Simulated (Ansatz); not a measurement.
Gas-phase electronic energies from Ansatz, PBE0-D4/def2-TZVP geometries. CCSD(T)/CBS adds triple-zeta CCSD(T) − MP2 to the extrapolated MP2 energy (def2 sets, frozen cores). Elements past krypton have def2 core potentials. For I, Sn outer-core shells are correlated without core-valence functions, which leaves a few kJ/mol of doubt a bond. One conformer a species, not always the lowest.

Consider the cleavage of the B–Sn bond: `[BH2][SnH2][SiH2][SiH3]` + HI → `BI` + `[SiH3][SiH2][SnH3]`.

`[BH2][SnH2][SiH2][SiH3]`:

Cartesian coordinates in Å:
```
B 0.145 1.903 1.677
Sn -0.896 -0.071 1.569
Si -0.895 -0.772 -0.912
Si 1.283 -0.680 -1.748
H 1.333 1.954 1.781
H -0.464 2.923 1.564
H -2.516 -0.029 2.116
H -0.089 -1.302 2.441
H -1.452 -2.146 -1.053
H -1.762 0.162 -1.683
H 1.353 -1.058 -3.186
H 2.163 -1.592 -0.970
H 1.797 0.709 -1.596
```

HI:

Cartesian coordinates in Å:
```
I 0.550 -0.541 -0.230
H -0.550 0.541 0.230
```

`BI`:

Z-matrix (Å, degrees):
```
B
I 1 2.099
H 1 1.188 2 117.7
H 1 1.188 2 117.7 3 -180.0
```

`[SiH3][SiH2][SnH3]`:

Z-matrix (Å, degrees):
```
Si
Si 1 2.336
H 1 1.488 2 109.5
H 1 1.488 2 111.6 3 120.5
H 1 1.488 2 109.5 3 -119.0
Sn 2 2.562 1 110.5 3 59.6
H 2 1.489 1 110.0 3 -179.9
H 2 1.489 1 110.0 3 -61.0
H 6 1.708 2 110.3 1 -59.7
H 6 1.708 2 110.3 1 59.7
H 6 1.708 2 111.4 1 -180.0
```

```csv
species,CCSD(T)/CBS(def2) energy (Eh)
`[BH2][SnH2][SiH2][SiH3]`,-822.33733
HI,-298.03592
`BI`,-323.43628
`[SiH3][SiH2][SnH3]`,-796.96755
```

Task: Work out ΔE.

Result: ΔE = (-323.43628) + (-796.96755) − (-822.33733) − (-298.03592) = -0.03058 Eh = -0.83 eV.

Largest T1 diagnostic among the species: 0.014.

Leaving LDA and LC-ωPBE aside and taking each functional with its dispersion term where it has one, the values, not all of them listed here, spread over 0.08 eV, from B97M-V to BLYP-D4. At CCSD(T), def2-SVP lies −0.04 eV from the extrapolated value and def2-TZVPP −0.01 eV.
